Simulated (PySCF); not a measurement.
methylcyclobutane (C5H10), SMILES CC1CCC1. Coordinates come from a PBE-D3(BJ)/def2-SVP optimisation.

Level of theory: PySCF 2.14.0 with PBE-D3(BJ)/def2-SVP.

Harmonic wavenumbers (cm⁻¹): 149, 229, 308, 404, 587, 738, 757, 868, 879, 903, 929, 947, 967, 1095, 1105, 1142, 1164, 1204, 1204, 1212, 1229, 1246, 1318, 1348, 1398, 1404, 1416, 1417, 1436, 2957, 2970, 2977, 2982, 2993, 3037, 3042, 3045, 3047, 3057. Rotational constants (GHz): 9.599, 4.084, 3.277; symmetry number 1.

Task: Work out the zero-point energy and the ideal-gas rigid-rotor harmonic-oscillator thermochemistry at 298.15 K and 1 atm.

Result: ZPE = ½ Σ hcν = ½ × 59107 cm⁻¹ = 84.50 kcal/mol. H − E(el) = 88.60 kcal/mol. Entropy in cal/(mol K): translation 38.66, rotation 25.33, vibration 9.22, total 73.21. G − E(el) = 66.78 kcal/mol. Cp = 22.97 cal/(mol K). Modes under 150 cm⁻¹ make the vibrational entropy uncertain.
